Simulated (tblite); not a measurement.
A structure optimised at GFN2-xTB (Å):
```
atom  x, y, z in Å
C1     3.2412   -0.4814    0.4549
S2     1.7641   -0.5375   -0.6060
C3     0.6603    0.3845    0.4111
C4    -0.5857    0.5999    0.1253
C5    -1.8446    0.7670   -0.1501
C6    -2.9012   -0.1822    0.3313
F7    -3.4971   -0.8333   -0.6848
F8    -2.4335   -1.1186    1.1655
F9    -3.8876    0.4590    0.9864
H10    4.0201   -1.0176   -0.0773
H11    3.0338   -0.9763    1.3991
H12    3.5443    0.5501    0.6106
H13    1.1118    0.7911    1.3020
H14   -2.2265    1.5949   -0.7300
```

Charge 0, singlet.

Question: Read off the bonds between heavy atoms and their formal orders.

Answer: C1–S2 1.82 Å (single); S2–C3 1.76 Å (single); C3–C4 1.30 Å (double); C4–C5 1.30 Å (double); C5–C6 1.50 Å (single); C6–F7 1.35 Å (single); C6–F8 1.34 Å (single); C6–F9 1.35 Å (single). Bonds to hydrogen (Å): C1–H10 1.09; C1–H11 1.09; C1–H12 1.09; C3–H13 1.08; C5–H14 1.08.

Question: Which species is it?

Answer: `CSC=C=CC(F)(F)F`, C5H5F3S. Among its features: allene or cumulene, sulfide, CF3 group and C–F bond.

Question: Name the point group.

Answer: C1 (no symmetry element, even within 0.4 Å).

Question: Describe the place of each heavy atom.

Answer: C1: S-methyl carbon; S2: sulfide sulfur; C3: outer carbon of cumulated double bonds; C4: central carbon of cumulated double bonds; C5: outer carbon of cumulated double bonds; C6: CF3 carbon; F7/F8/F9: fluorine of a CF3 group.

Question: What is the arrangement about C3?

Answer: It has 3 neighbours (S2, C4, H13) and is planar (angles 124.2°, 121.5° and 114.3°, sum 360.0°, 0.01 Å off the plane of its three neighbours).

Question: What is the arrangement about S2?

Answer: It has 2 neighbours (C1, C3) and is bent (angle 99.0°).

All values are computed, not measured.
